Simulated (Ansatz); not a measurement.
Gas-phase electronic energies from Ansatz, PBE0-D4/def2-TZVP geometries. CBS: MP2 limit from def2 TZ/QZ plus the TZ coupled-cluster correction, frozen cores. This one scheme is used for every species. DFT in def2-TZVPP. Each species was taken in one conformer, which may not be the lowest.

Reaction (ligand exchange at the Si–S bond): `CO[SiH2]S[SiH2]O` + CH₃SH → `CO[SiH2]SC` + `O[SiH2]S`

```tsv
level	ΔE (kJ/mol)
PBE	6.9
MP2/CBS(def2)	12.8
```

(1) What does CCSD(T)/CBS give? (Best estimate.)

Largest T1 diagnostic among the species: 0.012.

Results:

(1) Ansatz gave: +11.7 kJ/mol. The listed levels differ from it by -4.8, 1.1 kJ/mol.

In def2-TZVPP, CCSD(T) changes the Hartree–Fock value by +10.4 kJ/mol (the triples alone add +2.0 kJ/mol) and MP2 by +11.5 kJ/mol. The D4 term adds +7.8 kJ/mol with B3LYP and +4.3 kJ/mol with PBE0; it sums over pairs of atoms, weighted by their polarisabilities, and B3LYP, whose exchange is more repulsive, gets the larger term.

B3LYP here is the variant with VWN-RPA as its local correlation; programs differ in this.
